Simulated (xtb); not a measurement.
Al(H)(Cl)(Et) (C2H6AlCl), SMILES C[CH2][AlH][Cl]. All values are semi-empirical tight-binding results from xtb (GFN2-xTB unless named), good for trends rather than for accurate numbers. Geometry: GFN2-xTB. The structure was generated by enumeration; whether it is a known compound was not checked. One conformer was computed; it need not be the lowest.

For metal compounds this method's bond lengths and energies can be far off.

Problem. Estimate the properties. (An estimate is asked for; the answer gives what the named calculation found.)

Solution. 
```
Item                                           Value
-------------------------------------  -------------
point group as xtb finds it                       Cs
orbital gap                                  4.31 eV
zero-point energy                      44.3 kcal/mol
G − E(el) at 298.15 K (modified RRHO)  24.7 kcal/mol
```
